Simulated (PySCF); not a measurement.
Atom-mapped SMILES (the numbers label the heavy atoms): `[CH3:1][C:2]#[C:3][CH2:4][SiH3:5]` (H(Xn): hydrogen on atom n).

Geometry: PBE0-D3(BJ)/def2-SVP; GIAO shifts from PySCF 2.14, gas phase, non-relativistic, averaged over equivalent atoms.

At B97-D/pcSseg-2 (299 basis functions, 82 s wall time on 1 thread of an Arm Neoverse N1, shared host):
```
 atoms  δ (ppm)
    C2     77.5
    C3     76.9
    C1      5.7
    C4      2.3
   Si5    -66.1
H(Si5)     3.92
 H(C1)     1.93
 H(C4)     1.85
```

Scale: 13C (179.03 ppm), 29Si (336.56 ppm), 1H (31.40 ppm) against TMS (reference shieldings calculated alike).

**Question.** Predict the values at BP86/pcSseg-2 on the same geometry.

**Answer.** 
```csv
atoms,δ at BP86/pcSseg-2,change
C2,80.8,+3.3
C3,80.1,+3.2
C1,5.1,-0.6
C4,1.8,-0.5
Si5,-68.7,-2.6
H(Si5),4.04,+0.12
H(C1),1.89,-0.04
H(C4),1.86,+0.01
```

Chemical shifts δ = σref − σ; TMS for 13C (σref 179.17) and 29Si (σref 322.05) and 1H (σref 31.23), all at this level.

The largest change is at C2 (alkyne carbon). Cost: 299 basis functions, 83 s wall time on 1 thread of an Arm Neoverse N1, shared host. The order of the carbon signals is the same at both levels.
